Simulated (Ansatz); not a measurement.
Consider the formal loss of a carbene: `CO[Si]F` → `[CH2]` (triplet) + `O[Si]F`.

Calculated with Ansatz (gas phase, PBE0-D4/def2-TZVP geometries, no zero-point term in ΔE). CCSD(T)/CBS is the MP2 limit (def2-TZVPP, def2-QZVPP) plus CCSD(T) − MP2 in def2-TZVPP, frozen cores. This one scheme is used for every species. Functionals use def2-TZVPP. B3LYP here is the variant with VWN-RPA as its local correlation; programs differ in this. HSE06 is defined as in plane-wave codes. Triplets are unrestricted, without spin–orbit coupling. One conformer a species, not always the lowest.

```
             level  ΔE (kJ/mol)  difference from CCSD(T)/CBS
       LDA (SPW92)        456.6                         74.9
         revPBE-D4        379.5                         -2.2
           BLYP-D4        384.7                          3.0
         r2SCAN-D4        363.3                        -18.4
            B97M-V        385.5                          3.8
           PBE0-D4        381.5                         -0.2
          B3LYP-D4        382.7                          1.0
        r2SCANh-D4        360.7                        -21.0
        r2SCAN0-D4        357.3                        -24.4
          HSE06-D4        381.9                          0.2
          BHLYP-D4        370.5                        -11.2
      CAM-B3LYP-D4        386.5                          4.8
           ωB97X-V        397.7                         16.0
           ωB97M-V        386.3                          4.6
            B2PLYP        377.4                         -4.3
          PBE-QIDH        377.7                         -4.0
               PBE        386.7                          5.0
            revPBE        362.5                        -19.2
              BLYP        372.6                         -9.1
            r2SCAN        361.9                        -19.8
              PBE0        376.8                         -4.9
             B3LYP        373.9                         -7.8
           r2SCANh        359.3                        -22.4
           r2SCAN0        355.7                        -26.0
             HSE06        377.5                         -4.2
             BHLYP        363.9                        -17.8
         CAM-B3LYP        381.7                          0.0
           LC-ωPBE        372.6                         -9.1
       HF/def2-SVP        260.4                       -121.3
      MP2/def2-SVP        378.6                         -3.1
     HF/def2-TZVPP        246.0                       -135.7
    MP2/def2-TZVPP        380.4                         -1.3
SCS-MP2/def2-TZVPP        386.2                          4.5
   CCSD/def2-TZVPP        361.6                        -20.1
CCSD(T)/def2-TZVPP        372.3                         -9.4
     HF/def2-QZVPP        246.6                       -135.1
    MP2/def2-QZVPP        385.9                          4.2
SCS-MP2/def2-QZVPP        392.9                         11.2
      HF/CBS(def2)        246.7                       -135.0
    CCSD/CBS(def2)        370.9                        -10.8
       CCSD(T)/CBS        381.7                            0
```

Question: What do rigid-rotor, harmonic-oscillator terms from PBE0-D4/def2-TZVP frequencies (298.15 K, 1 bar) make of the CCSD(T)/CBS value? (An estimate is asked.)

Answer: Computed: ΔZPE = -29.9 kJ/mol, ΔH = +357.5 kJ/mol, ΔS = 154 J/(mol·K), ΔG = +311.5 kJ/mol. Open shells count their whole term as degenerate.

Largest T1 diagnostic among the species: 0.015.

At CCSD(T), def2-SVP lies −6.6 kJ/mol from the extrapolated value and def2-TZVPP −9.3 kJ/mol. In def2-TZVPP, CCSD(T) changes the Hartree–Fock value by +126.3 kJ/mol (the triples alone add +10.8 kJ/mol) and MP2 by +134.3 kJ/mol.
